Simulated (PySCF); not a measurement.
Cartesian coordinates in Å; atom numbers follow the order of the lines, from 1:
```xyz
17

C     3.207    0.542    0.053
O     1.837    0.887    0.154
C     0.954   -0.105   -0.051
O     1.265   -1.242   -0.312
C    -0.400    0.412    0.094
P    -0.728    2.115    0.486
C    -2.382    1.693    0.440
O    -2.662    0.408    0.161
C    -1.561   -0.311   -0.034
C    -1.716   -1.752   -0.358
H     3.421    0.122   -0.932
H     3.765    1.462    0.206
H     3.470   -0.196    0.813
H    -3.245    2.313    0.607
H    -1.070   -2.348    0.282
H    -2.754   -2.049   -0.231
H    -1.407   -1.938   -1.386
```

How the numbers were obtained: structure optimised with GFN2-xTB, shielding tensors at PBE0/pcSseg-1 (GIAO), in PySCF (in vacuum, fast rotation and ring inversion assumed for equivalent nuclei, relativity neglected, a single conformation).

Shifts are taken against calculated references (same method and geometry level): 13C and 1H vs TMS; 17O against H2O; 31P vs H3PO4.

```json
{"atoms": "C5", "nucleus": "13C", "count": "1", "Hirshfeld charge": "-0.12", "δ (ppm)": "?"}
{"atoms": "O8", "nucleus": "17O", "count": "1", "Hirshfeld charge": "-0.04", "δ (ppm)": "367.9"}
{"atoms": "O2", "nucleus": "17O", "count": "1", "Hirshfeld charge": "-0.10", "δ (ppm)": "?"}
{"atoms": "C7", "nucleus": "13C", "count": "1", "Hirshfeld charge": "-0.05", "δ (ppm)": "187.3"}
{"atoms": "H15/H16/H17", "nucleus": "1H", "count": "3", "Hirshfeld charge": "0.05", "δ (ppm)": "?"}
{"atoms": "C10", "nucleus": "13C", "count": "1", "Hirshfeld charge": "-0.12", "δ (ppm)": "18.9"}
{"atoms": "P6", "nucleus": "31P", "count": "1", "Hirshfeld charge": "0.05", "δ (ppm)": "149.9"}
{"atoms": "H14", "nucleus": "1H", "count": "1", "Hirshfeld charge": "0.05", "δ (ppm)": "8.61"}
{"atoms": "C1", "nucleus": "13C", "count": "1", "Hirshfeld charge": "-0.04", "δ (ppm)": "53.3"}
{"atoms": "C3", "nucleus": "13C", "count": "1", "Hirshfeld charge": "0.19", "δ (ppm)": "172.0"}
{"atoms": "O4", "nucleus": "17O", "count": "1", "Hirshfeld charge": "-0.26", "δ (ppm)": "412.8"}
{"atoms": "C9", "nucleus": "13C", "count": "1", "Hirshfeld charge": "0.10", "δ (ppm)": "173.7"}
{"atoms": "H11/H12/H13", "nucleus": "1H", "count": "3", "Hirshfeld charge": "0.05", "δ (ppm)": "?"}
```

Complete the table.

Results:


- C5: 133.4 ppm, substituted aromatic carbon
- H11/H12/H13: 4.05 ppm, hydrogen on a methyl carbon bonded to O; its carbon carries O, which withdraws density
- H15/H16/H17: 2.96 ppm, hydrogen on a methyl carbon on an aromatic ring; benzylic-type position, deshielded by the ring
- O2: 189.7 ppm, ester alkoxy oxygen

Shifts are as computed. Against solution values, carbons near 30 ppm lie about +3 ppm off and those near 130 ppm about +5 ppm. Of 1211 compounds with measured shifts, 218 miss one by over three times the rms of a fit or turn the order of signals round; such compounds aren't used in these exercises. Unscaled 17O shifts of doubly bonded oxygen tend to come out too high, by tens of ppm or more. Experimental scales use liquid or dissolved standards, which lie at an offset from isolated H2O (liquid H2O: subtract about 36 ppm) and H3PO4.
